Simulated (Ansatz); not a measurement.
Basis-set extrapolation for `[AlH2-]1[SH+][AlH2-][SH+]1` (PBE0-D4/def2-TZVP geometry, frozen core, Ansatz 0.2.0). Multiplicity 1, RHF reference.

```tsv
	def2-TZVPP	def2-QZVPP
HF	-1282.543949	-1282.580647
MP2 correlation	-0.543167	-0.588471
CCSD(T) correlation	-0.634292	not run
```

Energies in hartree. Use E(X) = E(∞) + A·exp(−7.88·√X) for Hartree–Fock and E(X) = E(∞) + B·X^(−2.97) for correlation, with X = 3 and 4, and add CCSD(T) minus MP2 of the smaller set to the MP2 limit.

Question: What is the CCSD(T) energy at the basis-set limit?

Answer: HF limit: -1282.580647 + (-0.036698) × 0.13774 = -1282.58570. MP2 limit: -0.588471 + (-0.045304) × 0.74074 = -0.62203. Higher-order term: -0.634292 − (-0.543167) = -0.09113. Total: -1283.29886 hartree, 316.7 kJ/mol below CCSD(T)/def2-TZVPP.
